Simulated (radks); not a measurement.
Species: Mg2+. Configuration: [He] 2s2 2p5 3p1 (not the ground configuration). Method: scalar-relativistic Kohn-Sham, SCAN, spin-unpolarised, spherical densities, finite nucleus; meta-GGA in the generalised Kohn-Sham scheme; Fermi nuclear charge, rms radius 3.057 fm; computed with a radial shooting solver on a logarithmic mesh with Libxc functionals. Some entries of the table are withheld. Estimate them.

| orbital | occ. | eigenvalue (eV) | r(max) (bohr) |
|---|---|---|---|
| 1s | 2 | -1314.198 | (1) |
| 2s | 2 | (2) | 0.5369 |
| 2p | 5 | -85.8095 | 0.4665 |
| 3p | 1 | -17.0326 | 2.326 |

Answer. 
(1) 1s r(max) (bohr): 0.08509
(2) 2s eigenvalue (eV): -120.4366
